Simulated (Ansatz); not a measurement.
Molecule: SbF2 (charge 0, doublet). It need not be the lowest isomer of its formula. 
Structure (B3LYP-D3(BJ)/def2-TZVP (Ansatz, a quantum-chemistry and plane-wave program) minimum search):
```xyz
3

Sb    -0.1525    -0.1203     0.2760
F     -0.4218     1.4749    -0.7593
F      1.2858    -0.7931    -0.8046
```
Charge 0, spin multiplicity 2.

Parts of the frozen-core correlation energy in STO-3G (Ansatz, hartree). Frozen orbitals: 25; correlated occupied orbitals by spin: 10 and 9; virtual: 2 and 3. Open shells are spin-unrestricted. No spin-orbit coupling. In def2 rows, elements after Kr have scalar-relativistic effective core potentials. STO-3G rows are all-electron and non-relativistic.

```
term                             value
-------------------------  -----------
reference (HF)             -6447.39760
MP2 opposite-spin             -0.04974
MP2 same-spin                 -0.00847
CCSD correlation              -0.07718
(T)                           -0.00567
T1 diagnostic                    0.025
largest doubles amplitude        0.091
<S^2> of the reference           0.762
```
